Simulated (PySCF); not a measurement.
lithium fluoride (FLi), singlet, at a GFN2-xTB geometry (such geometries of metal compounds can be far from the true shape); HF/pcseg-1 (PySCF).

The PySCF input:
```python
from pyscf import gto, scf

mol = gto.Mole()
mol.atom = '''
    Li   -0.00000000   -0.00000000   -1.14043347
    F     0.00000000    0.00000000    0.38014449
'''
mol.basis = 'pcseg-1'
mol.verbose = 4
mol.build()

mf = scf.RHF(mol)
mf.kernel()
```

**Question.** What does PySCF print? Leave out banner, timings and long lists.

**Answer.** 
```
PySCF version 2.14.0

[INPUT] verbose = 4
[INPUT] num. atoms = 2
[INPUT] num. electrons = 12
[INPUT] charge = 0
[INPUT] spin (= nelec alpha-beta = 2S) = 0
[INPUT] symmetry False subgroup None
[INPUT] Mole.unit = angstrom
[INPUT] Symbol           X                Y                Z      unit          X                Y                Z       unit  Magmom
[INPUT]  1 Li     0.000000000000   0.000000000000  -1.140433470000 AA    0.000000000000   0.000000000000  -2.155106921587 Bohr   0.0
[INPUT]  2 F      0.000000000000   0.000000000000   0.380144490000 AA    0.000000000000   0.000000000000   0.718368973862 Bohr   0.0

nuclear repulsion = 9.39628553792796
number of shells = 5
number of NR pGTOs = 42
number of NR cGTOs = 23
basis = pcseg-1
ecp = {}

******** <class 'pyscf.scf.hf.RHF'> ********
method = RHF
initial guess = minao
damping factor = 0
level_shift factor = 0
DIIS = <class 'pyscf.scf.diis.CDIIS'>
diis_start_cycle = 1
diis_space = 8
diis_damp = 0
SCF conv_tol = 1e-09
SCF conv_tol_grad = None
SCF max_cycles = 50
direct_scf = True
direct_scf_tol = 1e-13
Set gradient conv threshold to 3.16228e-05
Initial guess from minao.
init E= -106.509111483362
  HOMO = -0.683457801958092  LUMO = -0.0583133148377319  gap/eV = 17.01105
cycle= 1 E= -106.839006122795  delta_E= -0.33  |g|= 0.623  |ddm|= 0.796
  HOMO = -0.324557861019281  LUMO = -0.00121417673518165  gap/eV = 8.79863
cycle= 2 E= -106.875657491056  delta_E= -0.0367  |g|= 0.457  |ddm|= 0.58
  HOMO = -0.469795015257321  LUMO = 0.00196201045584132  gap/eV = 12.83716
cycle= 3 E= -106.907133628957  delta_E= -0.0315  |g|= 0.0122  |ddm|= 0.229
  HOMO = -0.47351784188689  LUMO = 0.00322352588826824  gap/eV = 12.97279
cycle= 4 E= -106.907206621197  delta_E= -7.3e-05  |g|= 0.00242  |ddm|= 0.0167
  HOMO = -0.473870676719815  LUMO = 0.00345489233392948  gap/eV = 12.98869
cycle= 5 E= -106.90720948561  delta_E= -2.86e-06  |g|= 0.000431  |ddm|= 0.00375
  HOMO = -0.473823786324373  LUMO = 0.00346541147093982  gap/eV = 12.98770
cycle= 6 E= -106.907209644515  delta_E= -1.59e-07  |g|= 9.24e-05  |ddm|= 0.00115
  HOMO = -0.473811482799648  LUMO = 0.00346186713106711  gap/eV = 12.98727
cycle= 7 E= -106.907209649746  delta_E= -5.23e-09  |g|= 1.39e-05  |ddm|= 0.000225
  HOMO = -0.473811492698836  LUMO = 0.00346156489982397  gap/eV = 12.98726
cycle= 8 E= -106.907209649876  delta_E= -1.3e-10  |g|= 1.94e-06  |ddm|= 2.36e-05
  HOMO = -0.473811935272667  LUMO = 0.00346152560220769  gap/eV = 12.98727
Extra cycle  E= -106.907209649879  delta_E= -3.08e-12  |g|= 7.49e-07  |ddm|= 3.24e-06
converged SCF energy = -106.907209649879
```
